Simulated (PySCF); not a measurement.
Polarisability and C₆ of Rh¹⁴⁺ (rhodium, charge +14)

[Ar] 3d10 4s2 4p1, 2P determinant. Computed with PySCF 2.14 in an even-tempered Gaussian basis (20 s from 0.46 bohr⁻², ratio 2.5; 14 p from 0.59 bohr⁻², ratio 2.5; 9 d from 1.1 bohr⁻², ratio 2.5; 5 f from 4.4 bohr⁻², ratio 2.7; 5 g from 6.6 bohr⁻², ratio 2.7), with scalar relativity by spin-free X2C-1e. Coupled (time-dependent) response in atomic units; α is the mean over directions.

```
method  mean α (bohr³)            α xx, yy, zz  C₆ (like pair)   S(−4)
   UHF          0.6030  0.6595, 0.4899, 0.6595          0.5756  0.1843
```

S(−4) is the Cauchy moment in α(ω) = α(0) + S(−4) ω² + …

Spin-orbit coupling is absent.

α(iu) at UHF:

```csv
u (hartree),α(iu) (bohr³)
0,0.6029
0.200,0.5957
0.400,0.5751
0.800,0.5075
1.20,0.4284
1.60,0.3561
2.00,0.2963
3.00,0.1966
4.00,0.1419
6.00,0.08953
10.0,0.05230
```

For an ion, C₆ is the dispersion term alone; charge-induced terms of lower order in 1/R come first.

The components differ because the open shell of this determinant is not spherical; for a pure term their mean is the scalar polarisability.

Spin-orbit coupling, absent here, splits the open shell strongly.
